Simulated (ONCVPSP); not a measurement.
**Potentials for Ta (Z = 73) compared**

Generated with ld1.x 7.5 (TM, RRKJ, ultrasoft, PAW), atompaw 4.2 or ONCVPSP 4.0.1. The cutoff is in Ry: for ld1.x and atompaw files where the sum of valence levels is converged to 10 mRy in a Bessel basis, for ONCV files where the hardest occupied wave has 1 mHa per electron of residual kinetic energy. The error is the largest all-electron minus pseudo excitation energy over each file’s own four to seven test configurations (ionisations up to +4, promotions, holes and added fractions of an electron), all of which were solved. The labels leave out finer settings (local radius, basis sizes, second energies), which also bear on the numbers. Spin-polarised tests are not counted. The rows are a selection from randomly drawn settings: files with unsolved tests, undetermined cutoffs or missed reference levels are left out.

A true bound ghost makes a file unfit for plane-wave use even where its test errors are small: the radial tests pick states by their node count and pass the ghost by.

```tsv
potential	cutoff (Ry)	largest error (meV)	bound ghosts
ONCV, PBE, scalar-relativistic, rc 1.45/1.95/2.60 (spd), local smoothed, core correction yes, reference 5s2 5p6 5d3.5 6s1.5, qcut 4.3/6.8/7.3, projectors 3/3/2	159	-26	none
ONCV, PBE, scalar-relativistic, rc 1.75/1.40/2.75/0.85 (spdf), local smoothed, core correction yes, reference 4f14 5s2 5p6 5d3 6s2, qcut 8.3/5.7/6.6/18.5, projectors 2/3/2/1	320	-208	s
ONCV, revPBE, scalar-relativistic, rc 1.65/2.05/2.35 (spd), local smoothed, core correction no, reference 5s2 5p6 5d3 6s1, qcut 7.9/7.9/6.5, projectors 2/2/3	44	+9.8	none
ONCV, revPBE, fully relativistic, rc 1.80/1.50/3.00 (spd), local smoothed, core correction yes, reference 5s2 5p6 5d4 6s1, qcut 8.7/4.6/5.9, projectors 2/2/2	197	-7.3	none
```

Problem. Fill in the row for Ta: ONCV, PBEsol, scalar-relativistic, rc 1.70/1.80/1.75 (spd), local smoothed, core correction no, reference 5s2 5p6 5d3 6s2, qcut 8/8.6/5.3, projectors 2/3/2.

Solution. cutoff 43 Ry, largest error -147 meV, bound ghosts: none.

Problem. Fill in the row for Ta: ONCV, PBE, scalar-relativistic, rc 2.00/1.45/2.60 (spd), local smoothed, core correction no, reference 5s2 5p6 5d3 6s2, qcut 7.4/5.2/5.2, projectors 2/1/3.

Solution. cutoff 148 Ry, largest error -176 meV, bound ghosts: none.
